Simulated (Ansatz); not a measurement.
tungsten atom (W), quintet (core potentials on W); CAM-B3LYP/def2-SVPD (Ansatz, a first-principles code).

Here is a job for Ansatz.
Ansatz 0.2 input:
```yaml
crystal:
  periodic: [false, false, false]
  atoms:
    - {symbol: W, position_ang: [0.00000000, 0.00000000, 0.00000000]}
basis:
  gaussian:
    orbitals: def2-SVPD
hamiltonian:
  xc: cam_b3lyp
magnetization: {spin_polarized: true, initial_magnetization: 4}
```

What does Ansatz print? Leave out banner, timings and long lists.


```
Functional definition: CAM-B3LYP
341 factors; their error is unknown
69 factors; integrals over basis functions are off by at most 2.3e-4 eV
mean field evaluation 1: about -1819.2330 eV, gradient 4.3e0 eV
mean field evaluation 2: about -1819.3241 eV, gradient 1.1e0 eV
mean field evaluation 4: about -1819.3425 eV, gradient 1.8e-1 eV
mean field evaluation 8: about -1819.3858 eV, gradient 1.1e-3 eV
mean field evaluation 16: about -1819.4043 eV, gradient 3.7e-1 eV
mean field evaluation 32: about -1819.3858 eV, gradient 2.1e-6 eV
mean field evaluation 64: about -1818.9620 eV, gradient 4.3e0 eV
mean field evaluation 96: about -1819.4162 eV, gradient 1.1e0 eV
mean field -1819.42228672 eV, -66.8625357884 hartree, gradient 4.5e-6 eV, S^2 6.096451; 14 other end points of the search recorded, 0 dependent functions left out
reference -1819.42235515 eV, -66.8625383029 hartree; 9, 5 occupied and 26, 30 virtual orbitals, 341 factors
Total energy: -1819.42235515 eV, -66.8625383029 hartree
```
